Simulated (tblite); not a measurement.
Compound: (GeH3)2PPF2, F2Ge2H6P2.
Structure used (GFN2-xTB), in Å, numbered top down from 1:
```xyz
12
F2Ge2H6P2 angstrom
F      2.4398   -1.3260    1.2461
P      0.8256   -1.2889    1.1620
F      0.6893   -2.8456    0.7458
P      0.6457   -0.4295   -0.8278
Ge    -1.6550   -0.5488   -0.6130
Ge     0.8628    1.6703    0.1186
H     -2.3193    0.2995   -1.6559
H     -2.2006   -0.1166    0.7202
H     -2.1051   -1.9609   -0.8361
H      0.0716    1.8952    1.3772
H      0.4445    2.7286   -0.8578
H      2.3018    1.9221    0.4535
```

All values are computed: GFN2-xTB (tblite) harmonic vibrations without scaling, gas phase. Errors from tens to a few hundred cm⁻¹ against measured bands are possible. Modes of hydrogen on germanium can be 10 to 20 % off. One conformer, not necessarily the lowest.

Harmonic wavenumbers (cm⁻¹): 29.7, 61.6, 67.5, 81.5, 83.9, 100.5, 200.3, 228.4, 327.7, 358.3, 373.1, 422.8, 437.2, 449.8, 482.6, 533.5, 697.1, 743.6, 744.8, 767.0, 844.4, 847.8, 851.6, 854.6, 1921.2, 1923.3, 2010.5, 2024.6, 2036.3, 2048.9.

A = 955.0, B = 889.8, C = 505.0 MHz; mass 253.834 u (most abundant isotopes); point group Cs, symmetry number 1.

Task: Zero-point energy?

Result: Half the sum of the wavenumbers: 11277 cm⁻¹ = 32.24 kcal/mol.

Task: What is S at 350 K and 1 bar for an ideal gas of classical rigid rotors and harmonic oscillators?

Result: Translation 43.32, rotation 31.47, vibration 44.02: S = 118.8 cal/(mol K).

Task: And Cp and H(350 K) − H(0)?

Result: Cp = 43.16 cal/(mol K), of which vibrations give 35.21 (their classical limit is 30 R = 59.6); H(350 K) − H(0) = 10.08 kcal/mol without the zero-point energy, 7.29 from vibrations.

Task: Which modes carry the vibrational entropy at 350 K?

Result: 29.7 cm⁻¹: 6.17; 61.6 cm⁻¹: 4.72; 67.5 cm⁻¹: 4.54; 81.5 cm⁻¹: 4.17; 83.9 cm⁻¹: 4.11; 100.5 cm⁻¹: 3.76 cal/(mol K); the other 24 give 16.55 together.

Task: Blend soft modes into free rotors: weight 1/[1 + (100 cm⁻¹/ν̃)⁴] for the oscillator and the rest for a rotor with moment μB/(μ + B), μ = h/(8π²ν), B = 10⁻⁴⁴ kg m². What vibrational entropy results?

Result: 38.43 cal/(mol K) in place of 44.02, which changes −T·S at 350 K by +1.96 kcal/mol.

Hindered rotation and anharmonicity are outside this model. Other conformers, if any are populated, would add a mixing term that is left out.
